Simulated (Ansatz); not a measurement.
Two isomers of C3H9BO: A = `BCCCO`, B = `CC(C)BO`.

Computed with Ansatz on PBE0-D4/def2-TZVP structures; ΔE is electronic, products minus reactants. CCSD(T)/CBS adds triple-zeta CCSD(T) − MP2 to the extrapolated MP2 energy (def2 sets, frozen cores). DFT in def2-TZVPP. B3LYP here is the variant with VWN-RPA as its local correlation; programs differ in this. One conformer a species, not always the lowest.

(1) Which is lower in electronic energy at CCSD(T)/CBS, and by how much? (An estimate is asked.)

(2) Give E(B) − E(A) in kcal/mol with B3LYP-D4, B3LYP, CCSD/def2-TZVPP, HF/def2-TZVPP, LDA (SPW92), ωB97M-V, B2PLYP. (An estimate is asked.)

(3) Does the order hold for the free energy at 298.15 K (harmonic terms from PBE0-D4)? (Estimate.)

Largest T1 diagnostic: 0.011.

Answers

(1) Ansatz gave: B, by 54.0 kcal/mol.

(2) Ansatz gave: B3LYP-D4 -53.6, B3LYP -53.3, CCSD/def2-TZVPP -53.7, HF/def2-TZVPP -51.3, LDA (SPW92) -54.5, ωB97M-V -53.7, B2PLYP -54.2. None reverses the order clearly.

(3) The calculation gave: Yes: G(B) − G(A) = -52.3 kcal/mol, for one conformer each. Modes under 60 cm⁻¹, often nearly free rotors, make the harmonic entropy too high.

Leaving LDA and LC-ωPBE aside and taking each functional with its dispersion term where it has one, the values, not all of them listed here, spread over 2.1 kcal/mol, from B97M-V to ωB97X-V. LDA lies −1.2 kcal/mol from PBE without D4. At CCSD(T), def2-SVP lies −2.8 kcal/mol from the extrapolated value and def2-TZVPP −0.2 kcal/mol.
